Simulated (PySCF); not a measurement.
**Partial charges of `O[SiH2]O[Si@H](P)C[SiH3]`**

Species: CH11O2PSi3.
Atom-mapped SMILES: `[OH:1][SiH2:2][O:3][Si@H:4]([PH2:5])[CH2:6][SiH3:7]` (hydrogens: H8 on O1; H9, H10 on Si2; H11 on Si4; H12, H13 on P5; H14, H15 on C6; H16, H17, H18 on Si7)

Cartesian coordinates in Å at the GFN2-xTB level; atoms count from 1:
```
atom  x, y, z in Å
O1    -1.3364    1.6323    0.9629
Si2   -1.9430    1.3756   -0.5205
O3    -1.2091    0.0590   -1.0962
Si4   -0.1283   -1.1289   -0.8588
P5    -1.0938   -2.6845    0.4439
C6     1.4283   -0.5039    0.0269
Si7    2.2109    1.0318   -0.7614
H8    -1.6510    2.3396    1.5167
H9    -1.5884    2.4613   -1.4275
H10   -3.3674    1.0680   -0.4672
H11    0.1379   -1.5391   -2.2427
H12   -1.9551   -3.1515   -0.5344
H13   -0.1524   -3.6619    0.1650
H14    1.1659   -0.2700    1.0595
H15    2.1625   -1.3080    0.0729
H16    3.4025    1.3961    0.0185
H17    2.6246    0.7291   -2.1353
H18    1.2833    2.1613   -0.7634
```

Density: PBE0/pcSseg-1 (PySCF); schemes: Mulliken, IAO, Hirshfeld and ESP-fitted. Isolated species at its GFN2-xTB geometry (one conformer only).

Q: What partial charge does each atom carry?

A: In e:

```
atom                  environment  Mulliken     IAO  Hirshfeld  ESP-fitted
  O1               silanol oxygen    -0.562  -0.802     -0.301      -0.672
 Si2         oxygen-bound silicon    +0.987  +1.227     +0.451      +0.710
  O3              siloxane oxygen    -0.738  -0.882     -0.300      -0.395
 Si4         oxygen-bound silicon    +0.876  +0.987     +0.371      +0.550
  P5  three-coordinate phosphorus    -0.252  -0.134     -0.032      -0.380
  C6  sp3 carbon bound to silicon    -0.879  -0.848     -0.252      -0.368
 Si7                 SiH3 silicon    +0.488  +0.611     +0.313      +0.298
  H8            hydroxyl hydrogen    +0.248  +0.372     +0.184      +0.436
  H9                Si–H hydrogen    -0.154  -0.180     -0.089      -0.148
 H10                Si–H hydrogen    -0.149  -0.177     -0.088      -0.125
 H11                Si–H hydrogen    -0.092  -0.146     -0.089      -0.149
 H12                 P–H hydrogen    +0.058  -0.001     -0.009      +0.124
 H13                 P–H hydrogen    +0.050  -0.005     -0.011      +0.100
 H14           methylene hydrogen    +0.187  +0.172     +0.042      +0.133
 H15           methylene hydrogen    +0.171  +0.166     +0.044      +0.123
 H16                Si–H hydrogen    -0.083  -0.118     -0.081      -0.100
 H17                Si–H hydrogen    -0.080  -0.122     -0.079      -0.078
 H18                Si–H hydrogen    -0.077  -0.120     -0.074      -0.059
```

Mean size of the charges over all atoms: IAO 0.393 e, Mulliken 0.341 e, ESP-fitted 0.275 e, Hirshfeld 0.156 e. Each set sums to the total charge, 0, to within 0.001 e. The ESP scheme is a least-squares fit of atom-centred charges to the potential on four shells outside the van der Waals surface, with the total charge fixed. The Hirshfeld scheme divides the density at each point in proportion to the densities of the neutral, spherically averaged free atoms.

Lowest charge. The schemes don't all agree: Mulliken C6 (-0.879); IAO O3 (-0.882); Hirshfeld O1 (-0.301); ESP-fitted O1 (-0.672).

Highest charge. All schemes agree: Mulliken Si2 (+0.987); IAO Si2 (+1.227); Hirshfeld Si2 (+0.451); ESP-fitted Si2 (+0.710).

Q: How closely do the schemes follow one another over all atoms?

A: Correlation coefficient and root-mean-square difference: Mulliken with IAO 0.99, 0.108 e; IAO with Hirshfeld 0.99, 0.343 e; Mulliken with Hirshfeld 0.96, 0.272 e; IAO with ESP-fitted 0.94, 0.252 e; Hirshfeld with ESP-fitted 0.94, 0.166 e; Mulliken with ESP-fitted 0.93, 0.194 e.

Q: How many electrons does the ESP-fitted scheme count on Si7?

A: Z − q = 14 − (+0.298) = 13.702.

Q: Sum the charges by element, for elements with more than one atom.

A: 
```
element  atoms  Mulliken     IAO  Hirshfeld  ESP-fitted
      O      2    -1.299  -1.683     -0.602      -1.067
     Si      3    +2.352  +2.825     +1.135      +1.558
      H     11    +0.078  -0.159     -0.250      +0.257
```
